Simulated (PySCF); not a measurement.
First SCF of a structure search on triplet GeO₂, at a hand-made end-on geometry. PySCF input:

```python
from pyscf import gto, scf, dft
mol = gto.M(atom='''
Ge     0.000000     0.000000     0.000000
O      0.000000     0.000000     1.895200
O      1.252800     0.000000     2.615200''',
    basis={'Ge': 'def2-SVP', 'O': 'def2-SVP'},
    charge=0, spin=2)
mf = scf.UHF(mol)
aux = {'Ge': 'def2-universal-JKFIT', 'O': 'def2-universal-JKFIT'}
mf = mf.density_fit(auxbasis=aux)
mf.conv_tol = 1e-08
mf.diis_space = 10
mf.max_cycle = 60
mf.init_guess = 'minao'
mf.verbose = 4
mf.kernel()
```

Excerpt of the output (cycles alone):

```
init E= -2223.44577061983
cycle= 1 E= -2224.32587538763  delta_E= -0.88  |g|= 0.425  |ddm|= 1.55
cycle= 2 E= -2224.44863482287  delta_E= -0.123  |g|= 0.393  |ddm|= 0.884
cycle= 3 E= -2224.51508194361  delta_E= -0.0664  |g|= 0.0968  |ddm|= 0.297
cycle= 4 E= -2224.53199600471  delta_E= -0.0169  |g|= 0.0641  |ddm|= 0.204
cycle= 5 E= -2224.5369337443  delta_E= -0.00494  |g|= 0.0381  |ddm|= 0.0768
cycle= 6 E= -2224.54114084792  delta_E= -0.00421  |g|= 0.024  |ddm|= 0.0869
cycle= 7 E= -2224.54324625103  delta_E= -0.00211  |g|= 0.0105  |ddm|= 0.0864
cycle= 8 E= -2224.54347407618  delta_E= -0.000228  |g|= 0.00783  |ddm|= 0.0198
cycle= 9 E= -2224.54365400824  delta_E= -0.00018  |g|= 0.00633  |ddm|= 0.0191
cycle= 10 E= -2224.54387890525  delta_E= -0.000225  |g|= 0.00421  |ddm|= 0.0323
cycle= 11 E= -2224.5440201676  delta_E= -0.000141  |g|= 0.00187  |ddm|= 0.039
cycle= 12 E= -2224.54403668607  delta_E= -1.65e-05  |g|= 0.000897  |ddm|= 0.0117
cycle= 13 E= -2224.54404025043  delta_E= -3.56e-06  |g|= 0.000442  |ddm|= 0.00596
cycle= 14 E= -2224.54404070083  delta_E= -4.5e-07  |g|= 0.000173  |ddm|= 0.00165
cycle= 15 E= -2224.54404076341  delta_E= -6.26e-08  |g|= 5.02e-05  |ddm|= 0.000597
cycle= 16 E= -2224.54404076939  delta_E= -5.98e-09  |g|= 1.45e-05  |ddm|= 0.000196
Extra cycle  E= -2224.54404076976  delta_E= -3.77e-10  |g|= 9e-06  |ddm|= 2.73e-05
converged SCF energy = -2224.54404076976  <S^2> = 2.0688695  2S+1 = 3.0455669
```

This is not the lowest solution: another start and a stability analysis within the same unrestricted form found one 11.5 kJ/mol lower, at -2224.54842 Eh.

The search for the lowest solution, 3 starts and the stability check together, took 3.3 s on 2 threads of a shared Arm Neoverse V1 host, with 60 basis functions; the process peaked at 0.26 GiB.
